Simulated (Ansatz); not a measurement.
GeMe3(NHiPr) (C₆H₁₇GeN). Total charge 0; singlet. Geometry PBE-D4/def2-SVP, basis def2-TZVP, Ansatz.

| atom | x (Å) | y (Å) | z (Å) |
| --- | --- | --- | --- |
| Ge1 | -0.956 | 0.022 | 0.613 |
| C2 | -2.825 | -0.581 | 0.489 |
| H3 | -2.883 | -1.680 | 0.615 |
| H4 | -3.265 | -0.314 | -0.493 |
| H5 | -3.437 | -0.104 | 1.280 |
| C6 | -0.235 | -0.396 | 2.397 |
| H7 | 0.760 | 0.064 | 2.556 |
| H8 | -0.139 | -1.494 | 2.515 |
| H9 | -0.923 | -0.014 | 3.180 |
| C10 | -0.868 | 1.978 | 0.320 |
| H11 | -1.253 | 2.238 | -0.686 |
| H12 | 0.174 | 2.347 | 0.401 |
| H13 | -1.481 | 2.507 | 1.079 |
| N14 | -0.084 | -1.002 | -0.683 |
| C15 | 1.265 | -0.785 | -1.206 |
| C16 | 2.265 | -0.559 | -0.069 |
| C17 | 1.354 | 0.342 | -2.253 |
| H18 | -0.731 | -1.260 | -1.436 |
| H19 | 1.570 | -1.730 | -1.719 |
| H20 | 2.069 | 0.402 | 0.454 |
| H21 | 3.302 | -0.513 | -0.459 |
| H22 | 2.206 | -1.374 | 0.679 |
| H23 | 1.114 | 1.326 | -1.796 |
| H24 | 2.369 | 0.409 | -2.699 |
| H25 | 0.634 | 0.171 | -3.080 |

| run | HOMO (eV) | LUMO (eV) |
| --- | --- | --- |
| A | -4.79 | 0.07 |
| B | -5.10 | 0.60 |
| C | -6.19 | 0.74 |
| D | -8.52 | 2.11 |
| E | -4.85 | -0.04 |

Q: The runs used PBE, PBE0, r2SCAN, revPBE, ωB97M-V. Estimate which is which.

A: A revPBE (0 % exact exchange); B r2SCAN (0 % exact exchange); C PBE0 (25 % exact exchange); D ωB97M-V (range-separated); E PBE (0 % exact exchange). Exact exchange lowers occupied and raises empty levels; among semilocal functionals meta-GGAs tend to open the gap a little, and such runs are hard to tell apart. The gap grows from 4.81 eV (PBE) to 10.63 eV (ωB97M-V).
